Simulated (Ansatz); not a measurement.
A run for Ansatz (a quantum-chemistry and plane-wave program): R-CCSD(T)/def2-TZVPP on CH4GeS (SMILES [CH3][Ge][SH]), a point of a torsion scan. The run froze 20 orbitals, filled d shells among them.

Ansatz 0.2 input:
```yaml
crystal:
  periodic: [false, false, false]
  atoms:
    - {symbol: C, position_ang: [-1.08161230, -0.03614526, -0.06552321]}
    - {symbol: Ge, position_ang: [0.26091436, 1.49402955, 0.08967249]}
    - {symbol: S, position_ang: [-0.49963048, 2.77030760, -1.59941666]}
    - {symbol: H, position_ang: [-0.60883027, -0.86296508, -0.59980049]}
    - {symbol: H, position_ang: [-2.01464594, 0.20712581, -0.57232333]}
    - {symbol: H, position_ang: [-1.32461868, -0.40558992, 0.93157638]}
    - {symbol: H, position_ang: [-1.49363522, 2.00362782, -2.02043819]}
basis:
  gaussian:
    orbitals: def2-TZVPP
magnetization: {spin_polarized: false}
correlation: {method: ccsd_t, electrons: outside_noble_gas}
scf: {lower_state_search: off}
```

Program output:

```
WARN ansatz: RAYON_NUM_THREADS=1 ignored (pool sized by the plan → 1); use --threads N
Functional definition: HF
these checks for a lower state are left out or cut short: stability, starts, cluster_reference, orbital_swaps, neighbouring_geometries, increment
integrals: 0.56 GiB planned
1050 factors; integrals over basis functions are off by at most 1.1e-3 eV
mean field: 0.55 GiB planned
mean field evaluation 1: about -68383.2321 eV, gradient 2.9e1 eV
mean field evaluation 2: about -68383.3418 eV, gradient 2.9e1 eV
mean field evaluation 4: about -68385.8170 eV, gradient 3.2e0 eV
mean field evaluation 8: about -68385.8772 eV, gradient 3.2e-1 eV
mean field evaluation 16: about -68385.8781 eV, gradient 1.8e-6 eV
mean field -68385.87810012 eV, -2513.1346665664 hartree, gradient 1.8e-6 eV, S^2 0.000000; 0 other end points of the search recorded, 0 dependent functions left out
20 core orbitals not correlated
reference -68385.87810012 eV, -2513.1346665664 hartree; 9, 9 occupied and 148, 148 virtual orbitals, 1050 factors
second order -12.34945061 eV of doubles, -0.00000000 eV of singles
coupled cluster: 1.32 GiB planned
cycle   1  -13.08695279 eV  change   -7.4e-1 eV  update   8.7e-2
cycle   2  -13.44927442 eV  change   -3.6e-1 eV  update   2.8e-2
cycle   3  -13.51531841 eV  change   -6.6e-2 eV  update   1.5e-2
cycle   4  -13.50925803 eV  change    6.1e-3 eV  update   4.6e-3
cycle   5  -13.50770983 eV  change    1.5e-3 eV  update   2.3e-3
cycle   6  -13.50755373 eV  change    1.6e-4 eV  update   8.4e-4
cycle   7  -13.50749419 eV  change    6.0e-5 eV  update   3.0e-4
cycle   8  -13.50758557 eV  change   -9.1e-5 eV  update   1.1e-4
cycle   9  -13.50757630 eV  change    9.3e-6 eV  update   3.8e-5
cycle  10  -13.50756271 eV  change    1.4e-5 eV  update   1.3e-5
perturbative correction -0.60559025 eV, -0.0222550313 hartree
Total energy: -68399.99125308 eV, -2513.6533153714 hartree
Checks for a lower state left out: stability, starts, cluster_reference, orbital_swaps, neighbouring_geometries, increment
```

The calculation finished and met its thresholds.

Cost: very roughly 25 core-seconds.
